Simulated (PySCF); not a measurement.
Species: `C[SiH2]O[SiH2]C`. The columns A, B, C and D hold Mulliken, IAO, Hirshfeld and ESP-fitted charges (e) of one PBE0/pcSseg-1 density (PySCF), in a shuffled order. Coordinates in Å (PBE0-D3(BJ)/def2-SVP); the density's dipole moment is (-0.05, 1.52, -0.55) D.

| atom | x | y | z | A | B | C | D |
| --- | --- | --- | --- | --- | --- | --- | --- |
| C1 | -1.827 | 1.008 | 0.313 | -0.668 | -0.739 | -0.655 | -0.214 |
| Si2 | -1.466 | -0.717 | 0.941 | +0.865 | +1.012 | +0.880 | +0.409 |
| O3 | 0.072 | -1.187 | 0.542 | -0.764 | -0.869 | -0.640 | -0.311 |
| Si4 | 1.392 | -1.086 | -0.456 | +0.856 | +1.010 | +0.883 | +0.408 |
| C5 | 1.917 | 0.694 | -0.693 | -0.661 | -0.738 | -0.609 | -0.214 |
| H6 | -2.856 | 1.304 | 0.573 | +0.147 | +0.159 | +0.145 | +0.047 |
| H7 | -1.728 | 1.060 | -0.783 | +0.144 | +0.151 | +0.163 | +0.044 |
| H8 | -1.139 | 1.745 | 0.756 | +0.147 | +0.154 | +0.159 | +0.044 |
| H9 | -2.443 | -1.684 | 0.352 | -0.124 | -0.154 | -0.190 | -0.088 |
| H10 | -1.587 | -0.757 | 2.429 | -0.126 | -0.148 | -0.180 | -0.086 |
| H11 | 2.497 | -1.867 | 0.172 | -0.124 | -0.146 | -0.186 | -0.085 |
| H12 | 1.062 | -1.695 | -1.783 | -0.127 | -0.158 | -0.194 | -0.090 |
| H13 | 2.149 | 1.168 | 0.274 | +0.145 | +0.155 | +0.155 | +0.045 |
| H14 | 1.126 | 1.283 | -1.183 | +0.146 | +0.152 | +0.138 | +0.043 |
| H15 | 2.820 | 0.747 | -1.323 | +0.145 | +0.159 | +0.133 | +0.047 |

Which column most likely holds the ESP-fitted charges?

C. Σ q r misses the density's dipole by 0.02 D (C), 0.98 D (D), 1.35 D (A), 1.56 D (B). Charges fitted to the outside potential are the only set here that is tied to the molecule's multipoles.

And the Hirshfeld charges?

D. The mean sizes are 0.145 e (D), 0.346 e (A), 0.354 e (C), 0.394 e (B), and Hirshfeld charges are commonly the smallest of these schemes.

As computed, A = Mulliken, B = IAO, C = ESP-fitted, D = Hirshfeld. Hydrogens on carbon: Mulliken +0.14 to +0.15, IAO +0.15 to +0.16, ESP-fitted +0.13 to +0.16, Hirshfeld +0.04 to +0.05 e.

The Mulliken scheme counts on each atom the diagonal of the density matrix times the overlap matrix over that atom's basis functions. The IAO scheme counts the electrons in orthogonalised intrinsic atomic orbitals, a minimal basis polarised so that it spans the occupied orbitals exactly.

One conformer (not necessarily the lowest) at the PBE0-D3(BJ)/def2-SVP geometry, without solvent, vibrations or thermal averaging.

Conformer computed: `[CH3:1][SiH2:2][O:3][SiH2:4][CH3:5]`: C1–Si2–O3–Si4 -27°, Si2–O3–Si4–C5 52°.
